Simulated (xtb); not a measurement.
C2H8GaN, singlet, geometry from GFN2-xTB (such geometries of metal compounds can be far from the true shape).

xtb was given this input:
```
$ xtb mol.xyz --gfn 1 --alpb ether --json

# file mol.xyz
12

Ga    -0.00709451     0.00460620    -0.00714112
C     -1.47199618    -1.39543412    -0.17665421
H     -1.03944064    -2.37467805    -0.39585468
H     -2.17872222    -1.14504898    -0.97070797
H     -2.02896157    -1.48152489     0.75972005
C      0.13033080     1.80004736    -0.94945224
H      0.26125667     1.66657442    -2.02620221
H      0.98208639     2.36703510    -0.56726568
H     -0.77564079     2.39282419    -0.80161230
N      1.35270193    -0.41356163     1.13700129
H      2.15140436     0.17015384     1.35088087
H      1.42902616    -1.27087592     1.67004633
```

### Question
What does this run give for the HOMO-LUMO gap, total energy, partial charges in atom order, dipole moment?

### Answer

```yaml
HOMO-LUMO gap: 5.54 eV
total_energy: -13.052420 Ha
partial_charges_in_atom_order: Ga1 0.37, C2 -0.23, H3 0.05, H4 0.04, H5 0.05, C6 -0.23, H7 0.04, H8 0.04, H9 0.04, N10 -0.62, H11 0.22, H12 0.22
dipole_moment: 0.62 D
```
